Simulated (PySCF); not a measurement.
Ge2H6O.

```xyz
9

Ge     1.6082     0.0000     0.0624
O      0.0000     0.0000    -0.6924
Ge    -1.6082     0.0000     0.0624
H      2.6151     0.0000    -1.0964
H      1.7633     1.2633     0.9352
H      1.7633    -1.2633     0.9352
H     -1.7633    -1.2633     0.9352
H     -2.6151     0.0000    -1.0964
H     -1.7633     1.2633     0.9352
```
Charge 0, spin multiplicity 1.

Coordinates come from a PBE0-D3(BJ)/def2-SVP optimisation.

Calculation: HF/pcSseg-1 (PySCF). Non-relativistic, no solvent.

Computed absolute GIAO shielding of each atom: isotropic value and principal components (ppm):
```json
[
 {"atom": "Ge1", "σ(iso)": "1586.8", "σ11": "1491.4", "σ22": "1506.6", "σ33": "1762.3", "span": "270.9"},
 {"atom": "O2", "σ(iso)": "392.3", "σ11": "316.5", "σ22": "424.8", "σ33": "435.6", "span": "119.2"},
 {"atom": "Ge3", "σ(iso)": "1586.8", "σ11": "1491.4", "σ22": "1506.6", "σ33": "1762.3", "span": "270.9"},
 {"atom": "H4", "σ(iso)": "27.0", "σ11": "20.5", "σ22": "22.5", "σ33": "38.1", "span": "17.6"},
 {"atom": "H5", "σ(iso)": "27.1", "σ11": "20.7", "σ22": "23.3", "σ33": "37.4", "span": "16.7"},
 {"atom": "H6", "σ(iso)": "27.1", "σ11": "20.7", "σ22": "23.3", "σ33": "37.4", "span": "16.7"},
 {"atom": "H7", "σ(iso)": "27.1", "σ11": "20.7", "σ22": "23.3", "σ33": "37.4", "span": "16.7"},
 {"atom": "H8", "σ(iso)": "27.0", "σ11": "20.5", "σ22": "22.5", "σ33": "38.1", "span": "17.6"},
 {"atom": "H9", "σ(iso)": "27.1", "σ11": "20.7", "σ22": "23.3", "σ33": "37.4", "span": "16.7"}
]
```
